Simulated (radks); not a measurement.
Spherical jellium clusters: N electrons in a uniform positive sphere of charge N and radius rs N^(1/3), rs = 4.72 bohr. Method: non-relativistic Kohn-Sham, PBE, spin-polarised, spherical densities; computed with a radial shooting solver with Libxc functionals. Levels are named by radial order and angular momentum (1s, 1p, 1d, 2s, ...), and open shells are averaged over m.

N = 8, configuration 1s2 1p6. This is the lowest configuration that the search found. Occupied and some empty levels:

level  occupation  eigenvalue (eV)  <r> (bohr)
1s              2          -3.7072       6.332
1p              6          -2.8281       7.521
1d              0          -1.7286       8.604
2s              0          -1.2499       8.342
1f              0         -0.53545       10.07

Energy (eV): total -14.6984, kinetic 9.9545, external -218.73, Hartree 108.42, exchange-correlation -25.034, background 110.69.
